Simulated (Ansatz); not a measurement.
`[CH2]C[SiH2]F` radical. Charge 0, multiplicity 2.

| atom | x (Å) | y (Å) | z (Å) |
| --- | --- | --- | --- |
| C1 | 1.114 | -0.417 | 0.902 |
| C2 | -0.181 | -0.740 | 0.278 |
| Si3 | -0.631 | 0.745 | -0.780 |
| F4 | -2.036 | 0.520 | -1.524 |
| H5 | 1.160 | 0.132 | 1.834 |
| H6 | 2.044 | -0.627 | 0.392 |
| H7 | -0.129 | -1.623 | -0.366 |
| H8 | -0.976 | -0.896 | 1.015 |
| H9 | -0.765 | 1.952 | 0.072 |
| H10 | 0.400 | 0.954 | -1.824 |

What are the harmonic wavenumbers in cm⁻¹ at PBE0-D4/def2-TZVP (Ansatz, finite differences of forces, unscaled)? (Estimate.)

The calculation gave: 103, 151, 229, 286, 509, 514, 702, 727, 771, 856, 909, 952, 957, 1092, 1122, 1237, 1430, 1468, 2241, 2248, 3049, 3110, 3173, 3277.

Is this a minimum?

Yes, all 24 modes are real.

Give the ideal-gas thermochemistry at 298.15 K and 1 bar (rigid rotor, harmonic oscillator; point group Cs, symmetry number 1).

Zero-point energy 186.1 kJ/mol; H(298) − E = 204.8 kJ/mol; entropy 325.1 J/(mol·K), of which translation 163.1, rotation 105.2, vibration 51.1, electronic 5.8; G(298) − E = 107.8 kJ/mol.
